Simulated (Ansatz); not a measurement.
Geometry optimisation, Ansatz 0.2.0, RKS BHLYP-D4/def2-SVP.

input.yaml

```yaml
crystal:
  periodic: [false, false, false]
  atoms:
    - { symbol: Al, position_ang: [-0.357554, -0.569015, -0.763834] }
    - { symbol: Br, position_ang: [1.136292, 1.192579, -1.267326] }
    - { symbol: Cl, position_ang: [0.42082, -2.471156, -0.525218] }
    - { symbol: Cl, position_ang: [-2.389265, -0.20532, -0.900805] }
    - { symbol: H, position_ang: [0.874365, 1.319177, 1.526006] }
    - { symbol: F, position_ang: [0.315343, 0.733736, 1.931177] }
basis:
  gaussian: { orbitals: def2-SVP }
hamiltonian:
  xc: { name: BHLYP }
  dispersion: d4
relax:
  f_tol: 0.03
  max_steps: 50
output:
  orbitals: {}
```

Run as:

```bash
$ ansatz run input.yaml --threads 2 --pin off --max-ram 3072MiB --backend cpu --events-out ev --progress --plain --runs-dir out
```

**Question.** Where does it end, and by what steps?

**Answer.** The run converged. The force dipped under the threshold on the way, but the program's further checks kept it going. After 7 steps the energy has fallen by 0.622 eV; F6 moved furthest, 0.69 Å. Joined: Al1–F6 (3.07 → 1.99 Å).

```json
{"step": "0", "energy less start (eV)": "0.0000", "largest force component (eV/Å)": "1.135", "accepted": "yes"}
{"step": "1", "energy less start (eV)": "-0.1833", "largest force component (eV/Å)": "0.570", "accepted": "yes"}
{"step": "2", "energy less start (eV)": "-0.3442", "largest force component (eV/Å)": "0.652", "accepted": "yes"}
{"step": "3", "energy less start (eV)": "-0.5138", "largest force component (eV/Å)": "0.747", "accepted": "yes"}
{"step": "4", "energy less start (eV)": "-0.6043", "largest force component (eV/Å)": "0.371", "accepted": "yes"}
{"step": "5", "energy less start (eV)": "-0.6204", "largest force component (eV/Å)": "0.096", "accepted": "yes"}
{"step": "6", "energy less start (eV)": "-0.6213", "largest force component (eV/Å)": "0.022", "accepted": "yes"}
{"step": "7", "energy less start (eV)": "-0.6215", "largest force component (eV/Å)": "0.028", "accepted": "yes"}
```

```xyz
6
Properties=species:S:1:pos:R:3
Al -0.225 -0.352 -0.437
Br 1.177 1.245 -1.264
Cl 0.515 -2.294 -0.282
Cl -2.275 -0.039 -0.659
H 0.700 1.076 1.257
F 0.107 0.364 1.385
```

The run took 22 s on 2 threads of AMD EPYC 7R13 Processor (Zen 3), on a shared host, peak memory 0.28 GiB.
